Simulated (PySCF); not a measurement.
## Exercise with solution: dipole moment from atomic charges

BGeH5O, SMILES B[O][GeH3]. Atoms are numbered in the order given.

```xyz
8

O     -0.5132     1.0546     0.0000
Ge     0.0378    -0.6646     0.0000
H     -0.5506    -1.2935     1.2695
H     -0.5506    -1.2935    -1.2695
H      1.5751    -0.6758     0.0000
B      0.2519     2.1570     0.0000
H      1.4689     2.0752     0.0000
H     -0.3067     3.2339     0.0000
```

Geometry optimised at PBE0-D3(BJ)/def2-SVP.

Charges (e) from r2SCAN/def2-TZVPD (PySCF):

```
atom     IAO  ESP fit
----  ------  -------
O1    -0.560   -0.380
Ge2    0.722    0.353
H3    -0.084   -0.030
H4    -0.084   -0.030
H5    -0.088   -0.040
B6     0.148    0.429
H7    -0.041   -0.152
H8    -0.013   -0.149
```

The dipole moment of the full density is 2.00 D.

Task: What dipole moment does each set of point charges give, and which comes closer to that of the density?

Result: 
μ = Σ q r, and 1 e Å = 4.8032 D.
IAO: Σ q r = (0.250, -0.602, 0.000) e Å, |μ| = 3.13 D.
ESP fit: Σ q r = (0.109, -0.403, 0.000) e Å, |μ| = 2.00 D.
ESP fit comes closer in size. Point charges leave out the atoms' own dipoles (lone pairs, polarised bonds); fits to the potential absorb them, partitions of the density don't.
